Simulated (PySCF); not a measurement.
## `CS[SiH2][C@H]1CC=C1C(F)F`: 4 charge schemes on one density

C₆H₁₀F₂SSi.
Cartesian coordinates in Å at the GFN2-xTB level; atoms count from 1:
```
atom  x, y, z in Å
C1     3.784    0.820    0.196
S2     2.663   -0.610    0.172
Si3    0.828    0.434   -0.195
C4    -0.520   -0.887   -0.332
C5    -0.938   -1.637    0.964
C6    -2.253   -0.927    0.833
C7    -1.901   -0.303   -0.292
C8    -2.526    0.709   -1.178
F9    -2.127    0.546   -2.465
F10   -2.122    1.969   -0.831
H11    3.497    1.493    0.997
H12    3.741    1.331   -0.761
H13    4.784    0.438    0.370
H14    0.571    1.323    0.938
H15    0.965    1.184   -1.440
H16   -0.345   -1.546   -1.183
H17   -0.363   -1.382    1.852
H18   -0.982   -2.719    0.866
H19   -3.134   -0.925    1.448
H20   -3.627    0.700   -1.156
```

Density: PBE0/pcSseg-1 (PySCF); schemes: Mulliken, IAO, Hirshfeld and ESP-fitted. Geometry: GFN2-xTB, one conformer, isolated molecule.

**Question.** Do the Mulliken, IAO, Hirshfeld and ESP-fitted schemes agree on where the charge is highest?

**Answer.** The schemes don't all agree: Mulliken Si3 (+0.634); IAO Si3 (+0.687); Hirshfeld Si3 (+0.297); ESP-fitted C8 (+0.356).

**Question.** Do the Mulliken, IAO, Hirshfeld and ESP-fitted schemes agree on where the charge is lowest?

**Answer.** The schemes don't all agree: Mulliken C4 (-0.482); IAO C1 (-0.499); Hirshfeld C1 (-0.116); ESP-fitted S2 (-0.295).

**Question.** Tabulate the Mulliken, IAO, Hirshfeld and ESP-fitted charges.

**Answer.** In e:

| atom | environment | Mulliken | IAO | Hirshfeld | ESP-fitted |
| --- | --- | --- | --- | --- | --- |
| C1 | S-methyl carbon | -0.398 | -0.499 | -0.116 | -0.287 |
| S2 | sulfur bonded to C and Si | -0.321 | -0.196 | -0.113 | -0.295 |
| Si3 | SiH2 silicon | +0.634 | +0.687 | +0.297 | +0.138 |
| C4 | sp3 carbon bound to silicon | -0.482 | -0.379 | -0.115 | +0.018 |
| C5 | allylic carbon | -0.092 | -0.252 | -0.064 | -0.128 |
| C6 | alkene CH carbon | -0.124 | -0.143 | -0.035 | -0.100 |
| C7 | fully substituted alkene carbon | -0.224 | -0.043 | -0.026 | -0.235 |
| C8 | CHF2 carbon | +0.628 | +0.429 | +0.146 | +0.356 |
| F9 | fluorine of a CF2 group | -0.303 | -0.302 | -0.104 | -0.211 |
| F10 | fluorine of a CF2 group | -0.307 | -0.308 | -0.109 | -0.213 |
| H11 | methyl hydrogen | +0.152 | +0.154 | +0.045 | +0.120 |
| H12 | methyl hydrogen | +0.153 | +0.155 | +0.045 | +0.121 |
| H13 | methyl hydrogen | +0.161 | +0.171 | +0.053 | +0.174 |
| H14 | Si–H hydrogen | -0.055 | -0.126 | -0.080 | +0.006 |
| H15 | Si–H hydrogen | -0.050 | -0.118 | -0.076 | +0.009 |
| H16 | methine hydrogen | +0.167 | +0.160 | +0.044 | +0.109 |
| H17 | methylene hydrogen | +0.150 | +0.149 | +0.046 | +0.096 |
| H18 | methylene hydrogen | +0.148 | +0.155 | +0.051 | +0.086 |
| H19 | vinylic hydrogen | +0.059 | +0.153 | +0.056 | +0.134 |
| H20 | methine hydrogen | +0.104 | +0.151 | +0.054 | +0.101 |

Mean size of the charges over all atoms: IAO 0.236 e, Mulliken 0.236 e, ESP-fitted 0.147 e, Hirshfeld 0.084 e. Each set sums to the total charge, 0, to within 0.001 e. The Hirshfeld scheme divides the density at each point in proportion to the densities of the neutral, spherically averaged free atoms. The ESP scheme is a least-squares fit of atom-centred charges to the potential on four shells outside the van der Waals surface, with the total charge fixed.

**Question.** Sum the charges by element, for elements with more than one atom.

**Answer.** 
| element | atoms | Mulliken | IAO | Hirshfeld | ESP-fitted |
| --- | --- | --- | --- | --- | --- |
| C | 6 | -0.692 | -0.887 | -0.210 | -0.376 |
| F | 2 | -0.610 | -0.610 | -0.213 | -0.423 |
| H | 10 | +0.989 | +1.005 | +0.238 | +0.957 |

**Question.** How closely do the schemes follow one another over all atoms?

**Answer.** Correlation coefficient and root-mean-square difference: IAO with Hirshfeld 0.97, 0.184 e; Mulliken with IAO 0.95, 0.089 e; Mulliken with Hirshfeld 0.93, 0.201 e; Mulliken with ESP-fitted 0.83, 0.177 e; IAO with ESP-fitted 0.79, 0.179 e; Hirshfeld with ESP-fitted 0.75, 0.118 e.

**Question.** How many electrons does the Hirshfeld scheme count on F9?

**Answer.** Z − q = 9 − (-0.104) = 9.104.
